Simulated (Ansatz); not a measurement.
`O[SiH2][AlH][Cl]` + `CNC` → `C[N](C)[AlH][Cl]` + `O[SiH3]`  (cleavage of the Al–Si bond)

Isolated molecules relaxed with PBE0-D4/def2-TZVP in Ansatz; ΔE leaves out vibrations. CCSD(T)/CBS adds triple-zeta CCSD(T) − MP2 to the extrapolated MP2 energy (def2 sets, frozen cores). DFT in def2-TZVPP. One conformer a species, not always the lowest.

CCSD(T)/CBS gives -1.09 eV.

Q: Another level gave -0.88 eV. Which?
A. ωB97X-V/def2-TZVPP
B. PBE-D4/def2-TZVPP
C. revPBE/def2-TZVPP
D. ωB97M-V/def2-TZVPP

A: B. PBE-D4 -0.88, ωB97X-V -1.04, ωB97M-V -1.11, revPBE -0.81 eV.

Largest T1 diagnostic among the species: 0.011.

From PBE to PBE0 (25 % exact exchange), in def2-TZVPP and without D4, ΔE moves by −0.04 eV. At CCSD(T), def2-SVP lies −0.08 eV from the extrapolated value and def2-TZVPP −0.03 eV. Leaving LDA and LC-ωPBE aside and taking each functional with its dispersion term where it has one, the values, not all of them listed here, spread over 0.24 eV, from CAM-B3LYP-D4 to PBE-D4. LDA lies −0.10 eV from PBE without D4.
